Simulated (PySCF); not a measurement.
C₄H₁₀Si, SMILES C(/[SiH3])=C/CC, GFN2-xTB optimised geometry.

```
15

C      1.34    -0.98     0.00
C     -0.19    -0.98     0.00
C     -0.72     0.41     0.00
C     -1.41     0.97     0.98
Si    -1.91     0.16     2.61
H      1.72    -0.46    -0.87
H      1.72    -2.00    -0.02
H      1.71    -0.49     0.89
H     -0.54    -1.50    -0.90
H     -0.56    -1.52     0.88
H     -0.48     0.98    -0.89
H     -1.72     2.00     0.85
H     -2.79    -0.99     2.37
H     -2.62     1.16     3.41
H     -0.73    -0.29     3.35
```

Density from PySCF with PBE0/def2-TZVP at that geometry.

Minimum of the electron density along straight lines between bonded atoms, close to the bond critical point (lines longer than 1.1 times the sum of covalent radii, or with two minima, are not listed):

```json
[
 {"bond": "C1–C2", "length / Å": "1.529", "ρ at the minimum / e bohr⁻³": "0.242", "∇²ρ there / e bohr⁻⁵": "-0.59", "position (fraction from the first atom)": "0.50"},
 {"bond": "C2–C3", "length / Å": "1.494", "ρ at the minimum / e bohr⁻³": "0.265", "∇²ρ there / e bohr⁻⁵": "-0.71", "position (fraction from the first atom)": "0.49"},
 {"bond": "C3–C4", "length / Å": "1.327", "ρ at the minimum / e bohr⁻³": "0.354", "∇²ρ there / e bohr⁻⁵": "-1.08", "position (fraction from the first atom)": "0.51"},
 {"bond": "C4–Si5", "length / Å": "1.882", "ρ at the minimum / e bohr⁻³": "0.118", "∇²ρ there / e bohr⁻⁵": "0.21", "position (fraction from the first atom)": "0.61"},
 {"bond": "C1–H6", "length / Å": "1.088", "ρ at the minimum / e bohr⁻³": "0.279", "∇²ρ there / e bohr⁻⁵": "-0.95", "position (fraction from the first atom)": "0.64"},
 {"bond": "C1–H7", "length / Å": "1.088", "ρ at the minimum / e bohr⁻³": "0.279", "∇²ρ there / e bohr⁻⁵": "-0.96", "position (fraction from the first atom)": "0.64"},
 {"bond": "C1–H8", "length / Å": "1.088", "ρ at the minimum / e bohr⁻³": "0.280", "∇²ρ there / e bohr⁻⁵": "-0.96", "position (fraction from the first atom)": "0.64"},
 {"bond": "C2–H9", "length / Å": "1.094", "ρ at the minimum / e bohr⁻³": "0.276", "∇²ρ there / e bohr⁻⁵": "-0.94", "position (fraction from the first atom)": "0.64"},
 {"bond": "C2–H10", "length / Å": "1.091", "ρ at the minimum / e bohr⁻³": "0.279", "∇²ρ there / e bohr⁻⁵": "-0.96", "position (fraction from the first atom)": "0.64"},
 {"bond": "C3–H11", "length / Å": "1.086", "ρ at the minimum / e bohr⁻³": "0.284", "∇²ρ there / e bohr⁻⁵": "-1.01", "position (fraction from the first atom)": "0.64"},
 {"bond": "C4–H12", "length / Å": "1.084", "ρ at the minimum / e bohr⁻³": "0.281", "∇²ρ there / e bohr⁻⁵": "-0.97", "position (fraction from the first atom)": "0.64"},
 {"bond": "Si5–H13", "length / Å": "1.467", "ρ at the minimum / e bohr⁻³": "0.123", "∇²ρ there / e bohr⁻⁵": "0.19", "position (fraction from the first atom)": "0.49"},
 {"bond": "Si5–H14", "length / Å": "1.465", "ρ at the minimum / e bohr⁻³": "0.124", "∇²ρ there / e bohr⁻⁵": "0.19", "position (fraction from the first atom)": "0.49"},
 {"bond": "Si5–H15", "length / Å": "1.467", "ρ at the minimum / e bohr⁻³": "0.123", "∇²ρ there / e bohr⁻⁵": "0.19", "position (fraction from the first atom)": "0.49"}
]
```
